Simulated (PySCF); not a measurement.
A structure optimised at PBE-D3(BJ)/def2-SVP, used in a PySCF frequency run:

```xyz
13

C      2.2187     0.0065     0.4911
O      1.0110     0.6082     0.0712
C     -0.1030     0.0682     0.6946
C     -0.6892    -1.2386     0.1615
C     -1.3828     0.0732    -0.0922
F     -1.3583     0.5778    -1.3603
H      2.3929     0.1389     1.5862
H      3.0432     0.4984    -0.0603
H      2.2394    -1.0872     0.2708
H     -0.1704     0.2529     1.7881
H     -1.1371    -1.9772     0.8445
H     -0.1650    -1.6522    -0.7149
H     -2.3292     0.3039     0.4286
```
Charge 0, spin multiplicity 1.

Problem. Write its SMILES and formula.

Solution. CO[C@@H]1C[C@@H]1F, C₄H₇FO

Problem. What are its rotational constants (standard atomic weights)?

Solution. 7.1006, 2.4833, 2.1256 GHz
